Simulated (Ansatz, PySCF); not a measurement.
Reaction (SMILES): [SiH2]Cl -> [SiH2-]Cl (an electron is taken up)
Geometries: B3LYP-D3(BJ)/def2-TZVP minima from Ansatz (a quantum-chemistry and plane-wave program).

Quantity: adiabatic electron affinity (electronic energy difference), positive where the reaction releases energy, in eV. Cores are frozen in the correlated levels unless marked. UHF or UKS for open shells. Spin-orbit coupling is left out. Non-relativistic. Anions need diffuse functions: aug- sets have them; def2-D sets add few; the other sets have none. CBS(X,Y): correlation extrapolated as X^-3; Hartree-Fock from the larger set.

CCSD(T)/CBS(def2-TZVPPD,def2-QZVPPD) (Ansatz) gives 1.82 eV.

Another calculation gave 1.75 eV. Which level was it?
A) PBE/def2-TZVPD (Ansatz)
B) HF/def2-TZVPD (PySCF)
C) BHLYP/def2-TZVPD (Ansatz)
D) BP86/def2-TZVPD (PySCF)

A, PBE/def2-TZVPD (Ansatz). The others give 1.88 (BP86), 1.62 (BHLYP), 0.69 (HF) eV.
